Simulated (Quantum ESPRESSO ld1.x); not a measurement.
Task: These are the eigenvalues of the occupied orbitals of an atom or ion with whole-number occupations (hartree). Method: Dirac Kohn-Sham, relativistic LDA (MacDonald-Vosko exchange, VWN5 correlation), spin-unpolarised, spherical densities, point nucleus; computed with ld1.x of Quantum ESPRESSO 7.5.

1s1/2: -1530.34
2s1/2: -250.199
2p1/2: -236.989
2p3/2: -219.453
3s1/2: -57.5437
3p1/2: -51.8744
3p3/2: -48.3983
3d3/2: -38.4236
3d5/2: -37.6707
4s1/2: -14.9178
4p1/2: -12.7787
4p3/2: -12.0079
4d3/2: -8.46119
4d5/2: -8.32196
5s1/2: -5.15350
5p1/2: -4.45905
5p3/2: -4.29441
4f5/2: -4.21024
4f7/2: -4.19144

Which element is it, and in what charge state? The configuration may be excited. Open shells, if any, are shared by 2j + 1.

Result: Z = 59, praseodymium, charge +8: Pr8+ in [Kr] 4d10 4f1 5s2 5p2. The list shows which subshells hold electrons but not how many an open one holds; the 1s level, -1530.3 hartree, gives Z - s = 55.3 by -(Z - s)^2/2, which with screening and relativity narrows Z to a few neighbours, and the depths of the outer levels then fix element, charge and occupations together.
